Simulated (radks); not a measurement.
Valence configurations of P (all share [Ne]). All-electron calculation, non-relativistic Kohn-Sham, r2SCAN, spin-polarised, spherical densities, point nucleus; open shells are filled with parallel spins first; meta-GGA in the generalised Kohn-Sham scheme. Program: a radial shooting solver on a logarithmic mesh with Libxc functionals. Energies are relative to 3s2 3p3; eigenvalues in eV for spin up.

| valence | E (eV) | moment (Bohr magnetons) | e(3p) | e(3s) |
|---|---|---|---|---|
| 3s2 3p3 | 0.000 | 3 | -6.696 | -15.612 |
| 3s1.5 3p3.5 | 4.299 | 3 | -7.109 | -16.181 |
| 3s1 3p4 | 8.386 | 3 | -7.589 | -16.824 |
| 3p5 | 19.968 | 1 | -7.287 | - |

NIST lists [Ne] 3s2 3p3 as the ground configuration; this level of theory agrees among the configurations tried. The energies are those of spherical high-spin densities, not of single terms.
